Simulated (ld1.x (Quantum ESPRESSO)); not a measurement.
## Before and after: ultrasoft potential for Al (Z = 13)

| Item | Value |
| --- | --- |
| Element | Al |
| Generator | ld1.x (Quantum ESPRESSO) 7.5 |
| Type | ultrasoft |
| Functional | PBE |
| Relativity | scalar-relativistic |
| Frozen core | [Ne] |
| Valence charge | 3 |
| Reference configuration | 3s2 3p1 |
| Partial waves | 3s (bound): rcut 1.50, rcutus 1.75 bohr; 3s channel at 0.55 Ry: rcut 1.50, rcutus 1.75 bohr; 3p (bound): rcut 2.00, rcutus 2.60 bohr; 3p channel at 3.3 Ry: rcut 2.00, rcutus 2.60 bohr |
| Local potential | all-electron potential smoothed inside 1.40 bohr (lloc = -1) |
| Core correction | a·sin(br)/r model core, default radius (core density twice the valence density) |
| Augmentation charge | PSQ, inside the norm-conserving radii |

Change: core correction a·sin(br)/r model core inside 1.28 bohr.

Cutoffs: the cutoffs (Ry, on a coarse ladder) from which the occupation-weighted sum of valence levels, in a spherical-Bessel basis at the reference potential, stays within 10 and 1 mRy of its value at 400 Ry; they do not see the model core or the augmentation charge, which bear on the density cutoff. Errors are all-electron minus pseudo energies relative to the spin-unpolarised reference configuration.

**Question.** Predict the effect on cutoff, ghosts and configuration errors.

**Answer.** Both files are so soft that the ladder of cutoffs tells neither apart; of the 7 tests that both files solve, the error grows in 0 and shrinks in 4 by more than 15 % and 0.3 meV (median size 2.1 → 1.1 meV); neither file shows a bound ghost. The default core radius of the base comes out at 1.31 bohr. A model core, the more so a compact one, raises the density cutoff, which this test does not measure.

```csv
quantity,base,changed
"cutoff, loose",8 Ry,8 Ry
"cutoff, tight",12 Ry,12 Ry
bound ghosts,none,none
"error for 3s2 3p0, meV [ΔE 5.76 eV]",+0.6,+0.6
"error for 3s1 3p0, meV [ΔE 24.99 eV]",+9.2,+6.3
"error for 3s2 3p0.5, meV [ΔE 2.09 eV]",0.0,0.0
"error for 3s1 3p1, meV [ΔE 11.57 eV]",+3.8,+2.5
"error for 3s1 3p2, meV [ΔE 5.14 eV]",+2.1,+1.1
"error for 3s2 3p1.3, meV [ΔE -0.57 eV]",0.0,0.0
"error for 3s0 3p3, meV [ΔE 10.45 eV]",+11,+6.4
s: phases at 2.83 bohr within 0.05 rad from the reference energy up to (Ry; the scan ends near 5),2.8,2.8
p: phases at 2.83 bohr within 0.05 rad from the reference energy up to (Ry; the scan ends near 5),to the end of the scan,to the end of the scan
lowest overlap eigenvalue by channel,"s 0.50, p 0.56","s 0.50, p 0.56"
```
